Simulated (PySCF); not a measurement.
Sn(F)(Me)(OH)2 (CH5FO2Sn), SMILES [CH3][Sn]([OH])([OH])[F].

Geometry: PBE0-D3(BJ)/def2-SVP. The structure was generated by enumeration; whether it is a known compound was not checked. The def2 effective core potentials stand for the cores of Sn; spin–orbit coupling is left out. The values are those of a single conformer.

Two levels are set side by side: TDDFT-PBE/def2-SVPD (PySCF) and TDDFT-B3LYP/def2-SVPD (PySCF). Vertical, same geometry. The lowest singlet is HOMO→LUMO 95 % with PBE and HOMO→LUMO 91 % with the other functional; states are paired by order. Differences are taken from unrounded values.

```
quantity                               TDDFT-PBE
-------------------------------------  ---------
lowest singlet excitation (eV)              5.15
lowest triplet excitation (TDA) (eV)        4.72
first bright state (f over 0.05) (eV)       6.09
its oscillator strength                     0.08
```

Q: These are the TDDFT-PBE values. What does TDDFT-B3LYP give? (Estimate from the structure and the level; the computed values follow.)

A: 
| quantity | TDDFT-B3LYP | TDDFT-PBE minus TDDFT-B3LYP |
|---|---|---|
| lowest singlet excitation (eV) | 5.86 | -0.70 |
| lowest triplet excitation (TDA) (eV) | 5.29 | -0.57 |
| first bright state (f over 0.05) (eV) | 5.86 | 0.23 |
| its oscillator strength | 0.06 | 0.03 |

A lower first singlet is the usual sign of a functional without exact exchange. Differences between two approximate levels are no errors against the true value.

Rough cost on one machine, each run with all the roots and properties that it gave: TDDFT-B3LYP against TDDFT-PBE about 4 times.
